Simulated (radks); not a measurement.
Numerical settings for neutral potassium, [Ar] 4s1. Calculated with a radial shooting solver on a logarithmic mesh with Libxc functionals: non-relativistic Kohn-Sham, PBE, spin-polarised, spherical densities, point nucleus; open shells are filled with parallel spins first. The defaults (mesh step 0.008 in ln r, mesh end at 40 bohr or more with all orbitals vanishing there, Anderson mixing 0.5 over 9 steps, residual threshold near 1e-9 with the energy settled to 1e-9 hartree or 1e-11 of itself, here a cap of 94 iterations) give E = -599.7105 hartree and 4s at -2.534 eV in 14 iterations. Run on one thread of a shared host, so times are rough (Intel(R) Xeon(R) 6975P-C): 0.09 s of CPU time, 0.09 s wall, 14 iterations on 2669 mesh points. Changes against that run (0 stands for a change within the tolerance of the run):

setting                    iterations  converged  E (mhartree)  e(4s) (meV)  CPU (s)
mesh step in ln r 0.03             14        yes             0            0     0.03
mesh step in ln r 0.012            14        yes             0            0     0.06
mesh step in ln r 0.02             14        yes             0            0     0.04
mesh end (bohr) 20                 14        yes      +0.00155        +0.24     0.08
mesh end (bohr) 12                 14        yes         +1.05        +73.7     0.08
residual threshold 0.001            9        yes             0      +0.0323     0.06
residual threshold 1e-13           94         no             0            0     0.31
mixing 0.01                        22        yes             0            0     0.12
linear mixing, mixing 0.8          24        yes             0            0     0.12
linear mixing, mixing 0.5          36        yes             0            0     0.16
mixing history 3                   17        yes             0            0      0.1
iteration cap 3                     3         no        +0.266        +42.4     0.03

Settings that end as converged yet miss the energy by more than 1 mhartree: mesh end (bohr) 12 (+0.00105 hartree). A mesh that ends early acts as a hard wall.
